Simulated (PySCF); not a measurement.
C2H5FN2Si, SMILES N[Si@@H]1C=N[C@@H]1F.

Coordinates come from a PBE0-D3(BJ)/def2-SVP optimisation. The structure was generated by enumeration; whether it is a known compound was not checked. Other conformers were not sampled.

All values below come from PBE0-D3(BJ)/def2-SVP (PySCF).

Frequencies are harmonic and unscaled.

Computed vibrational spectrum:
```
mode  ν (cm⁻¹)  IR (km/mol)   moving atoms (share of kinetic energy)
----  --------  -----------  ---------------------------------------
1           62         19.3                   N 42 %, H 34 %, F 16 %
2           99          6.3  N 53 %, H 15 %, F 12 %, Si 11 %, C 10 %
3          156         66.1             H 52 %, F 28 %, C 9 %, N 9 %
4          283         62.3                   H 60 %, C 21 %, Si 9 %
5          326         36.2  H 45 %, N 16 %, F 15 %, Si 12 %, C 12 %
6          385         32.5   H 31 %, Si 29 %, N 17 %, F 15 %, C 9 %
7          498          4.9  N 33 %, C 26 %, F 15 %, Si 15 %, H 11 %
8          571          8.6  N 32 %, Si 18 %, C 18 %, H 16 %, F 16 %
9          602          9.7                           H 57 %, C 32 %
10         713         26.2                                   H 75 %
11         762         55.2                  H 56 %, C 21 %, Si 20 %
12         810         44.4                   C 44 %, H 30 %, N 22 %
13         885         32.1                  H 54 %, N 32 %, Si 13 %
14         919         14.0                   H 66 %, C 19 %, N 14 %
15         942        184.7                  H 39 %, Si 33 %, N 21 %
16        1021         43.8                   C 50 %, N 23 %, H 23 %
17        1141        134.5                   C 54 %, F 30 %, H 14 %
18        1209          8.3                           H 68 %, C 28 %
19        1289         17.4                   H 65 %, C 21 %, N 13 %
20        1349         27.6                           H 80 %, C 17 %
21        1534         59.0                           H 89 %, N 11 %
22        1647         13.6                           C 51 %, N 46 %
23        2219        153.8                                   H 97 %
24        3073         28.6                                   H 92 %
25        3144         24.0                            H 91 %, C 9 %
26        3635         56.7                                   H 96 %
27        3743         58.6                            H 91 %, N 9 %
```
